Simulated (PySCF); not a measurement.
Isomers of C7H5F3O, one GFN2-xTB conformer each. Single-point energies are computed at PBE0/pcSseg-1 (PySCF, gas phase, no added dispersion term), electronic only.

```
                SMILES  GFN2-xTB relative energy (kJ/mol)
CC#C/C=C/C(=O)C(F)(F)F                              264.5
C=CC1=C(OC(F)(F)F)C1=C                              337.0
   Oc1cccc(C(F)(F)F)c1                                0.0
   Oc1cc(F)cc(C(F)F)c1                               16.3
```

Conformers: `[CH3:1][C:2]#[C:3]/[CH:4]=[CH:5]/[C:6](=[O:7])[C:8]([F:9])([F:10])[F:11]` with C4–C5–C6–O7 0°; `[CH2:1]=[CH:2][C:3]1=[C:4]([O:5][C:6]([F:7])([F:8])[F:9])[C:10]1=[CH2:11]` with C1–C2–C3–C4 179°, C3–C4–O5–C6 -1°; `[OH:1][c:2]1[cH:3][cH:4][cH:5][c:6]([C:7]([F:8])([F:9])[F:10])[cH:11]1` with H–O1–C2–C3 180°; `[OH:1][c:2]1[cH:3][c:4]([F:5])[cH:6][c:7]([CH:8]([F:9])[F:10])[cH:11]1` with H–O1–C2–C3 0°, C6–C7–C8–F9 122°.

What does PBE0/pcSseg-1 give for the same structures?

| SMILES | PBE0/pcSseg-1 E (Eh) | PBE0/pcSseg-1 (kJ/mol) | GFN2-xTB (kJ/mol) | point group |
| --- | --- | --- | --- | --- |
| Oc1cccc(C(F)(F)F)c1 | -643.78522 | 0.0 | 0.0 | C1 |
| Oc1cc(F)cc(C(F)F)c1 | -643.76581 | 51.0 | 16.3 | Cs |
| CC#C/C=C/C(=O)C(F)(F)F | -643.68845 | 254.1 | 264.5 | – |
| C=CC1=C(OC(F)(F)F)C1=C | -643.63882 | 384.4 | 337.0 | near Cs |

Both levels put the same isomer lowest; measured from each level's own lowest isomer, the values differ by up to 47.4 kJ/mol (C=CC1=C(OC(F)(F)F)C1=C: 337.0 against 384.4). As drawn, the lowest has an aromatic ring and an O–H bond, which the highest lacks; the highest has a three-membered ring and a C=C bond outside aromatic rings, which the lowest lacks.

Which frontier levels, dipoles and rotational constants go with these structures?

| SMILES | HOMO (eV, PBE0/pcSseg-1) | LUMO (eV) | dipole (D) | A, B, C (MHz) |
| --- | --- | --- | --- | --- |
| Oc1cccc(C(F)(F)F)c1 | -7.11 | -1.02 | 2.01 | 2141, 741.9, 609.2 |
| Oc1cc(F)cc(C(F)F)c1 | -7.15 | -1.00 | 2.50 | 1559, 759.4, 561.1 |
| CC#C/C=C/C(=O)C(F)(F)F | -7.63 | -2.91 | 5.53 | 2757, 413.8, 384.9 |
| C=CC1=C(OC(F)(F)F)C1=C | -6.20 | -1.70 | 1.77 | 1826, 723.5, 568.8 |
